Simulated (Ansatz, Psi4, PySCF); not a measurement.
Species: CH₇Si₂, charge 0, multiplicity 2. SMILES: C[SiH][SiH3]
Coordinates optimised at B3LYP-D3(BJ)/def2-TZVP (Ansatz, a first-principles code):
```xyz
10

C     -2.0517    -0.2524     0.1886
Si    -0.4879     0.7121    -0.2432
Si     1.4933    -0.4883     0.0474
H     -2.0820    -0.4757     1.2587
H     -2.9448     0.3228    -0.0606
H     -2.0900    -1.1966    -0.3563
H     -0.4643     2.0140     0.4801
H      2.6492     0.3457    -0.3618
H      1.7089    -0.9257     1.4534
H      1.4571    -1.7036    -0.8036
```
Charge 0, spin multiplicity 2.

Wanted: size of the dipole moment, in D. Terms: no dispersion term unless named; UHF or UKS for open shells; 6-311+G** with 5d, 6d on Na to Ar in Ansatz; 6-31G* and kin with 6d, 5d where marked; non-relativistic; spin-orbit terms left out. Ab initio and DFT rows: single points at B3LYP-D3(BJ) geometries (Ansatz).

| level | program | size of the dipole moment (D) |
|---|---|---|
| SVWN5/6-31G* | Ansatz | 1.15 |
| PBE/3-21G | Ansatz | 1.02 |
| PBE/6-31G* | Ansatz | 1.10 |
| PBE/def2-SVP | Ansatz | 1.03 |
| PBE/6-311+G** | Ansatz | 0.97 |
| BP86/def2-SVP | PySCF | 1.04 |
| BP86/6-31G* (5d) | PySCF | 1.09 |
| B3LYP/6-31G* | Ansatz | 0.99 |
| B3LYP/6-31+G* | Ansatz | 0.95 |
| B3LYP/6-31G** | Ansatz | 0.98 |
| B3LYP/def2-SVP | Ansatz | 0.96 |
| B3LYP/6-311+G** | Ansatz | 0.90 |
| wB97X-D/6-311+G** | Psi4 | 0.88 |

No value to compare with is used here. The 13 habitual levels span 0.88 (wB97X-D/6-311+G**) to 1.15 D (SVWN5/6-31G*).

The levels are drawn from those run, B3LYP/6-31G* more often than the rest, none by its result; left out are runs that failed, that the program found above a lower state of the same kind, or whose <S^2> lies over 0.5 above the pure value.
